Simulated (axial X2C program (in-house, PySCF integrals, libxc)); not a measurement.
## Low determinants of KH⁻ at the PBE0 level, 2c

All values were computed with an axial X2C code built on PySCF integrals. Two-component (2c) means X2C with spin–orbit coupling and atomic mean-field two-electron Coulomb and Gaunt terms. Basis: K dyall-acv3z [12s13p7d3f], H dyall-av3z [7s3p2d] (cores contracted in-house); Gaussian nuclei, density fitting, unrestricted open shells. Masses: K 38.964 u, H 1.008 u.

Search at 2.367 Å (vertical energies from the lowest determinant):

| ΔE (eV) | state | electrons beyond evenly filled partner blocks | electrons in ±ω = 1/2, 3/2, 5/2, 7/2 |
| --- | --- | --- | --- |
| 0.00 | Ω = 1/2 | ω = 1/2 | 17 4 0 0 |
| 0.44 | Ω = 3/2 | ω = 3/2 | 16 5 0 0 |
| 1.36 | Ω = 5/2 | ω = 5/2 | 16 4 1 0 |
| 2.45 | Ω = 3/2 | 3 × ω = 1/2 | 17 4 0 0 |
| 2.45 | Ω = 5/2 | 2 × ω = 1/2, ω = 3/2 | 16 5 0 0 |
| 2.53 | Ω = 1/2 | 2 × ω = -1/2, ω = 3/2 | 16 5 0 0 |
| 3.37 | Ω = 7/2 | 2 × ω = 1/2, ω = 5/2 | 16 4 1 0 |

Lowest determinant, Ω = 1/2 (⟨Sz⟩ = 0.50, ⟨Lz⟩ = 0.00 at PBE0): Re = 2.366 Å, ωe = 797.1 cm⁻¹.

The determinant in row 2 of the search, Ω = 3/2 (⟨Sz⟩ = 0.50, ⟨Lz⟩ = 1.00 at PBE0), was followed along the bond at PBE0; measured from the minimum of the lowest determinant it gives:

Te = 0.413 eV (3332 cm⁻¹), Re = 2.243 Å, ωe = 969.8 cm⁻¹.

Task: Compare the bond of the determinant in row 2 with that of the lowest one.

Result: At PBE0 its Re is 0.123 Å shorter and its force constant, which goes as ωe², is 1.48 times that of the lowest determinant. T0 ≈ Te + Δωe/2 = 3332 + (86) = 3418 cm⁻¹.

The search compares states at one distance, so a state with another bond length can lie lower; it is not exhaustive and yields mostly the lowest determinant of each block pattern, so other components and higher states of one pattern are missing. These are energies of single determinants, not of spin-adapted states; PBE0 term energies can be off by some tenths of an eV, and the functional has no current term. The lowest determinant need not be the ground state where others lie within half an eV. For an anion, determinants above electron detachment are held by the basis set. The highest occupied level of some functionals is positive through self-interaction error; at Hartree–Fock it is bound. Row 1 has a positive highest level at its minimum. Row 2 has a positive highest level at its minimum.
